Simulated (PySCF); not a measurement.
**Electronic structure of Ni⁺ (nickel, charge +1) at the UHF level**

Configuration: [Ar] 3d9, 2D determinant. All numbers are calculated (PySCF 2.14, scalar relativity by spin-free X2C-1e, in jorge-DZP-DKH).

```json
{
  "Total energy": "-1518.678492 hartree",
  "One-electron energy": "-2107.1280 hartree",
  "Hartree (Coulomb) energy": "650.9855 hartree",
  "Exchange energy": "-62.5361 hartree",
  "⟨S²⟩": "0.7519",
  "⟨L²⟩": "6.013",
  "Sum of ⟨r⟩": "17.25 bohr",
  "Sum of ⟨r²⟩": "18.19 bohr²",
  "Traceless quadrupole moment −½Σ⟨3z² − r²⟩ along its main axis": "-0.390 e·bohr²",
  "Langevin diamagnetic susceptibility": "-14.4 ×10⁻⁶ cm³/mol",
  "Time after the integrals": "0.15 s of wall time on 1 thread of Neoverse-V2 (shared host)"
}
```

```json
{"shell": "1s β", "electrons": "1", "mean orbital energy (eV)": "-8403.8", "spread (eV)": "0", "rms radius, mean of both spins (bohr)": "0.0624"}
{"shell": "1s α", "electrons": "1", "mean orbital energy (eV)": "-8403.7", "spread (eV)": "0", "rms radius, mean of both spins (bohr)": "0.0624"}
{"shell": "2s α", "electrons": "1", "mean orbital energy (eV)": "-1051.4", "spread (eV)": "0", "rms radius, mean of both spins (bohr)": "0.265"}
{"shell": "2s β", "electrons": "1", "mean orbital energy (eV)": "-1050.4", "spread (eV)": "0", "rms radius, mean of both spins (bohr)": "0.265"}
{"shell": "2p α", "electrons": "3", "mean orbital energy (eV)": "-901.26", "spread (eV)": "1.015", "rms radius, mean of both spins (bohr)": "0.238"}
{"shell": "2p β", "electrons": "3", "mean orbital energy (eV)": "-900.35", "spread (eV)": "0.018", "rms radius, mean of both spins (bohr)": "0.238"}
{"shell": "3s α", "electrons": "1", "mean orbital energy (eV)": "-138.28", "spread (eV)": "0", "rms radius, mean of both spins (bohr)": "0.801"}
{"shell": "3s β", "electrons": "1", "mean orbital energy (eV)": "-135.66", "spread (eV)": "0", "rms radius, mean of both spins (bohr)": "0.801"}
{"shell": "3p α", "electrons": "3", "mean orbital energy (eV)": "-92.966", "spread (eV)": "2.189", "rms radius, mean of both spins (bohr)": "0.857"}
{"shell": "3p β", "electrons": "3", "mean orbital energy (eV)": "-89.818", "spread (eV)": "1.401", "rms radius, mean of both spins (bohr)": "0.857"}
{"shell": "3d α", "electrons": "5", "mean orbital energy (eV)": "-20.266", "spread (eV)": "2.579", "rms radius, mean of both spins (bohr)": "1.16"}
{"shell": "3d β", "electrons": "4", "mean orbital energy (eV)": "-18.775", "spread (eV)": "2.014", "rms radius, mean of both spins (bohr)": "1.16"}
```

Densities and radii are taken from the X2C orbitals without a picture-change correction, which distorts them close to the nucleus.
